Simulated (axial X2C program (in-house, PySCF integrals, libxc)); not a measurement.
**Worked dissociation energy of MnO: PBE0, 2c**

Computed with an in-house relativistic program for diatomic molecules. Two-component (2c) means X2C with spin–orbit coupling and atomic mean-field two-electron Coulomb and Gaunt terms. Basis: Mn dyall-cv3z [9s10p6d3f2g], O dyall-av3z [7s6p3d2f] (cores contracted in-house); Gaussian nuclei, density fitting, unrestricted open shells. Masses: Mn 54.938 u, O 15.995 u.

Molecular state: Ω = 5/2 (⟨Sz⟩ = 2.50, ⟨Lz⟩ = 0.00 at PBE0).

* E(Mn) (2M_J = 5): -1158.066666 hartree
* E(O) (2M_J = 2): -75.071371 hartree
* E(MnO) at Re: -1233.285855 hartree
* ωe: 875.1 cm⁻¹
* ωexe: 6.63 cm⁻¹

(1) Work out De and D0.

The state is one determinant whose occupation by symmetry is held fixed; it was picked as the lowest of a PBE0 search that is not exhaustive. De is counted from the lowest determinant-based energies of the atoms at the same level, without counterpoise correction. Density functionals use the spin component along the axis (collinear). The 2c atoms are single determinants rather than J levels; their spin–orbit lowering is only partly caught, and De is too large by that part. This holds for PBE0. The functionals have no current-density term, which raises determinants with orbital currents, atoms included. With several unpaired electrons one determinant need not be a pure state. This is the top spin component of a Σ state; components of lower Ω are not single determinants and can lie lower. The determinant is spin-polarised beyond a pure state at some levels (its spin-free form has ⟨S²⟩ too high), which makes Re and μ there less reliable.

Each atomic determinant is the lowest at this level and need not be a pure J level. Totals compare only within one Hamiltonian and basis.

Answers

(1) De = -1158.066666 + (-75.071371) − (-1233.285855) = 0.14782 hartree = 4.022 eV. The zero-point energy is ωe/2 − ωexe/4 = 436 cm⁻¹ = 0.054 eV, so D0 = 3.968 eV.
